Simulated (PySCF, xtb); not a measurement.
Si(H)(F)(Et)(OH) (C2H7FOSi), SMILES CC[SiH](O)F. Other conformers were not sampled.

Harmonic wavenumbers (cm⁻¹) from GFN2-xTB (xtb) at its own minimum, in rising order: 45, 139, 181, 202, 242, 289, 308, 656, 666, 711, 745, 757, 852, 927, 985, 1026, 1076, 1240, 1303, 1420, 1482, 1512, 1518, 2337, 2963, 2994, 3015, 3021, 3033, 3701.

What does PySCF 2.14.0 with PBE0-D3(BJ)/def2-SVP give at its own minimum? (Estimate from the structure and the level; the computed values follow.)

70, 140, 186, 228, 295, 323, 369, 646, 687, 782, 828, 868, 886, 937, 982, 991, 1061, 1243, 1268, 1395, 1425, 1475, 1477, 2298, 3053, 3054, 3106, 3143, 3148, 3935. Paired by order, the mean absolute difference is 51 cm⁻¹ and the zero-point energies are 56.2 and 57.6 kcal/mol.
